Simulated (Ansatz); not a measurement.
H$_{2}$ClSb, singlet, at a GFN2-xTB geometry (core potentials on Sb), with bond 2-1 at 1.8 times its length; CASSCF(6,6)/def2-SVP (Ansatz, a program for electronic structure).

Input for Ansatz:
Ansatz 0.2 input:
```yaml
crystal:
  periodic: [false, false, false]
  atoms:
    - {symbol: Sb, position_ang: [-0.32961568, -0.32684112, 0.32589794]}
    - {symbol: H, position_ang: [0.29041286, -2.72437108, -1.47977865]}
    - {symbol: H, position_ang: [-1.65346622, 0.01070685, -0.69025738]}
    - {symbol: Cl, position_ang: [1.08523656, 1.07747014, -0.89725188]}
basis:
  gaussian:
    orbitals: def2-SVP
hamiltonian:
  xc: hf
magnetization: {spin_polarized: false}
correlation: {active_space: {window: {electrons: 6, orbitals: 6}}}
```

### Question
What does Ansatz print? Leave out banner, timings and long lists.

### Answer

```
Functional definition: HF
596 factors; integrals over basis functions are off by at most 5.0e-4 eV
mean field evaluation 1: about -19037.2464 eV, gradient 1.6e1 eV
mean field evaluation 2: about -19037.3109 eV, gradient 1.6e1 eV
mean field evaluation 4: about -19038.4993 eV, gradient 1.3e0 eV
mean field evaluation 8: about -19038.5156 eV, gradient 3.6e-4 eV
mean field evaluation 16: about -19035.5504 eV, gradient 6.9e0 eV
mean field -19038.51559477 eV, -699.6525433383 hartree, gradient 2.5e-6 eV, S^2 0.000000; 2 other end points of the search recorded, 0 dependent functions left out
reference -19038.51559477 eV, -699.6525433383 hartree; 21, 21 occupied and 33, 33 virtual orbitals, 596 factors
state -19041.14305439 eV, -699.7491006984 hartree
Total energy: -19041.14305439 eV, -699.7491006984 hartree
```
